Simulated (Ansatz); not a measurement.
Species: SF₂, charge 0, triplet. This triplet is an excited state, 2.2 eV above the singlet at CCSD(T)/cc-pV(5+d)Z (Ansatz, a quantum-chemistry and plane-wave program). SF2 (parent SMILES FSF, triplet).
B3LYP-D3(BJ)/def2-TZVP minimum from Ansatz:
```
S
F 1 1.6781
F 1 1.6781 2 83.11
```
Charge 0, spin multiplicity 3.

Hartree-Fock and CCSD correlation energies in hartree (Ansatz). Radicals and triplets start from unrestricted determinants; spin-orbit coupling is neglected. Correlated methods leave the cores frozen. No relativity. The UHF reference of F2S (parent SMILES FSF, triplet) is spin-contaminated (<S^2> up to 0.04 over the pure value in the sets run). The spin of F2S (parent SMILES FSF, triplet) was assumed, and the state is the lowest solution found for it.

```
basis        X       E(HF)  E(corr, CCSD)
-----------  -  ----------  -------------
cc-pV(T+d)Z  3  -596.37118       -0.67726
cc-pV(Q+d)Z  4  -596.39563       -0.73488
cc-pV(5+d)Z  5  -596.40158       withheld
```

### Question
Fit E(corr) = E∞ + A/X³ to X = 3 and 4, predict X = 5, and compare with the run.

### Answer
A = (-0.67726 - (-0.73488))/(1/27 - 1/64) = 2.6910; E∞ = -0.73488 - A/64 = -0.77693; at X = 5, E∞ + A/125 = -0.75540. The run gave -0.75644, 1.04 mEh below the prediction. The same form on X = 4 and 5 gives E∞ = -0.77906, 2.13 mEh below the first estimate.
